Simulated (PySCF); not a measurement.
CaS: one state, many levels of theory

State: ¹Σ⁺ (singlet), closed shell. Set-up: Ca pcseg-1, S pcseg-1; no relativity (PySCF 2.14). De refers to Ca + S in their high-spin ground configurations, without counterpoise correction. A positive dipole means Ca(−)S(+).

```tsv
Level	Re (Å)	ωe (cm⁻¹)	De (eV)	μ (D)
RHF	2.361	474	1.28	-13.34
RHF-MP2	2.389	412	2.45	n/a
RHF-SCS-MP2	2.394	411	2.27	n/a
RHF-CCSD	2.396	417	2.07	n/a
RHF-CCSD(T)	2.419	390	2.28	n/a
PBE	2.315	466	4.01	-9.52
TPSS	2.316	473	4.08	-10.01
r²SCAN	2.310	481	4.12	-10.51
r²SCANh	2.308	485	3.93	-10.80
PBE0	2.306	483	3.60	-10.63
B97-3	2.316	476	3.52	-10.68
```

**Question.** Which functional lies closest to RHF-CCSD(T) in De, which farthest, and by how much do they differ from it?

**Answer.** Closest is B97-3 (-10.3 pm in Re, +22.1 % in ωe, +1.24 eV in De against RHF-CCSD(T) in the same basis), farthest r²SCAN (-10.9 pm in Re, +23.3 % in ωe, +1.84 eV in De). CCSD(T) converges more slowly with the basis than the functionals do and binds too weakly in this one, so the order can change at the basis-set limit.

**Question.** What does a quarter of exact exchange do here, going from PBE to PBE0?

**Answer.** PBE0 less PBE: -0.9 pm in Re, +3.6 % in ωe, -0.41 eV in De. Exact exchange removes part of the self-interaction that spreads semilocal densities, and in most molecules shortens and stiffens the bond and lowers De; so it does here.

**Question.** What does the step from GGA to meta-GGA do here, going from PBE to r²SCAN?

**Answer.** r²SCAN less PBE: -0.5 pm in Re, +3.2 % in ωe, +0.11 eV in De. 

Measured (Huber and Herzberg, Constants of Diatomic Molecules (1979)): Re = 2.3178 Å, ωe = 462.23 cm⁻¹.

Correlated steps freeze 10 core orbitals. Correlated levels converge slowly with the basis: in double zeta they bind strong bonds too weakly, by up to about 1 eV, and carry superposition errors of some tenths. Where the molecule has an RHF reference, its open-shell atoms are computed with UHF. The CCSD T1 diagnostic is raised, a sign that a single reference may not be enough here.
